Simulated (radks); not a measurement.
Results of a calculation; reference values are marked as such.
Species: Ta50+. Configuration: [Ar] 3d4.75 4p0.25 (fractional occupations, a model configuration). Level of theory: Dirac Kohn-Sham, XLYP, spin-unpolarised, spherical densities, point nucleus; open shells are shared between the two j in proportion to 2j + 1 (a radial shooting solver on a logarithmic mesh with Libxc functionals). Some entries of the table are withheld. Estimate them.

| orbital | occ. | eigenvalue (Ry) | <r^2> (bohr^2) | <r> (bohr) |
|---|---|---|---|---|
| 1s1/2 | 2 | -5175.124 | 0.0004783 | 0.01866 |
| 2s1/2 | 2 | -1073.156 | 0.007230 | 0.07791 |
| 2p1/2 | 2 | (1) | (2) | (3) |
| 2p3/2 | 4 | (4) | (5) | (6) |
| 3s1/2 | 2 | -395.2293 | (7) | 0.1951 |
| 3p1/2 | 2 | -380.5484 | (8) | 0.1843 |
| 3p3/2 | 4 | -357.7727 | (9) | 0.1967 |
| 3d3/2 | 1.9 | -335.2721 | 0.03359 | 0.1701 |
| 3d5/2 | 2.85 | -330.0753 | 0.03499 | 0.1739 |
| 4p1/2 | 0.0833333 | (10) | 0.1557 | 0.3703 |
| 4p3/2 | 0.166667 | (11) | 0.1703 | 0.3875 |

Answer. 
(1) 2p1/2 eigenvalue (Ry): -1037.157
(2) 2p1/2 <r^2> (bohr^2): 0.005167
(3) 2p1/2 <r> (bohr): 0.06451
(4) 2p3/2 eigenvalue (Ry): -942.7971
(5) 2p3/2 <r^2> (bohr^2): 0.006337
(6) 2p3/2 <r> (bohr): 0.07222
(7) 3s1/2 <r^2> (bohr^2): 0.04355
(8) 3p1/2 <r^2> (bohr^2): 0.03947
(9) 3p3/2 <r^2> (bohr^2): 0.04477
(10) 4p1/2 eigenvalue (Ry): -195.0903
(11) 4p3/2 eigenvalue (Ry): -186.8446
